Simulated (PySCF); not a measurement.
Level sweep

Species: CH7BN2.
Numbering: `[CH3:1][NH:2][BH:3][NH2:4]` (hydrogens: H5, H6, H7 on C1; H8 on N2; H9 on B3; H10, H11 on N4)

Cartesian coordinates in Å at the PBE0-D3(BJ)/def2-SVP level; atoms count from 1:
```
atom  x, y, z in Å
C1    -1.733    0.180   -0.130
N2    -0.339    0.052   -0.451
B3     0.712   -0.165    0.467
N4     2.066   -0.274    0.078
H5    -1.867    0.077    0.956
H6    -2.150    1.162   -0.421
H7    -2.355   -0.596   -0.613
H8    -0.131    0.135   -1.440
H9     0.437   -0.262    1.645
H10    2.801   -0.433    0.750
H11    2.395   -0.208   -0.875
```

PySCF, dipoles from the SCF density, polarisabilities from static response with core orbitals frozen. Geometry: PBE0-D3(BJ)/def2-SVP, one conformer, isolated molecule.

The anisotropy is √(½[(α1 − α2)² + (α2 − α3)² + (α3 − α1)²]).

| level | μ (D) | α (Å³) | anisotropy (Å³) |
| --- | --- | --- | --- |
| LDA/def2-SVPD | 1.480 | 7.41 | 3.28 |
| PBE/def2-SVPD | 1.466 | 7.30 | 3.25 |
| B3LYP/def2-SVPD | 1.402 | 7.04 | 2.97 |
| PBE0/def2-SVPD | 1.418 | 6.96 | 2.96 |
| BHandHLYP/def2-SVPD | 1.350 | 6.70 | 2.68 |
| CAM-B3LYP/def2-SVPD | 1.387 | 6.91 | 2.81 |
| wB97X-D/def2-SVPD | 1.395 | 6.90 | 2.76 |
| LC-wPBE/def2-SVPD | 1.401 | 6.72 | 2.71 |
| HF/def2-SVPD | 1.307 | 6.35 | 2.30 |
| PBE0/6-31G* | 1.574 | 5.48 | 3.33 |
| PBE0/6-31+G* | 1.437 | 6.33 | 2.77 |
| PBE0/def2-SVP | 1.594 | 5.73 | 3.12 |
| PBE0/aug-cc-pVDZ | 1.379 | 7.18 | 2.99 |
| PBE0/def2-TZVP | 1.451 | 6.60 | 2.93 |
| PBE0/def2-TZVPD | 1.391 | 7.14 | 2.99 |

The dipole runs from 1.31 D (HF/def2-SVPD) to 1.59 D (PBE0/def2-SVP). No reference polarisability is at hand; against PBE0 in the largest diffuse basis at hand (def2-TZVPD) the other PBE0 rows deviate by 6-31G* -23%, 6-31+G* -11%, def2-SVP -20%, def2-SVPD -3%, aug-cc-pVDZ +1%, def2-TZVP -8%. In one basis (def2-SVPD) the functionals order the polarisability from HF (lowest) to LDA (highest), a spread of 17%. With PBE0 the polarisability is 5.94 Å³ without diffuse functions (mean of 6-31G*, def2-SVP and def2-TZVP) and 6.90 Å³ with them (mean of 6-31+G*, def2-SVPD, aug-cc-pVDZ and def2-TZVPD).
